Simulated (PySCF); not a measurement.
FGe, SMILES [Ge][F] (connectivity only; charge and spin as stated), charge +1, multiplicity 1.

Geometry: PBE0-D3(BJ)/def2-TZVPD. The multiplicity is an assumed one; other spin states were not compared.

Two levels are set side by side: TDA-PBE/def2-TZVPD (PySCF) and TDA-CAM-B3LYP/def2-TZVPD (PySCF). Vertical, same geometry. The lowest singlet is HOMO→LUMO+1 93 % with PBE and HOMO→LUMO 95 % with the other functional; states are paired by order. Differences are taken from unrounded values.

```tsv
quantity	TDA-CAM-B3LYP
lowest singlet excitation (eV)	7.04
lowest triplet excitation (TDA) (eV)	5.01
first bright state (f over 0.05) (eV)	7.04
its oscillator strength	0.15
```

**Question.** What does TDA-PBE give, and how far is it from TDA-CAM-B3LYP? (An estimate is asked for; the answer gives what the named calculation found.)

**Answer.** 
```csv
quantity,TDA-PBE,TDA-PBE minus TDA-CAM-B3LYP
lowest singlet excitation (eV),6.69,-0.35
lowest triplet excitation (TDA) (eV),4.95,-0.06
first bright state (f over 0.05) (eV),6.69,-0.35
its oscillator strength,0.11,-0.04
```

A lower first singlet is the usual sign of a functional without exact exchange. Differences between two approximate levels are no errors against the true value.

Rough cost on one machine, each run with all the roots and properties that it gave: TDA-CAM-B3LYP against TDA-PBE about 3 times.
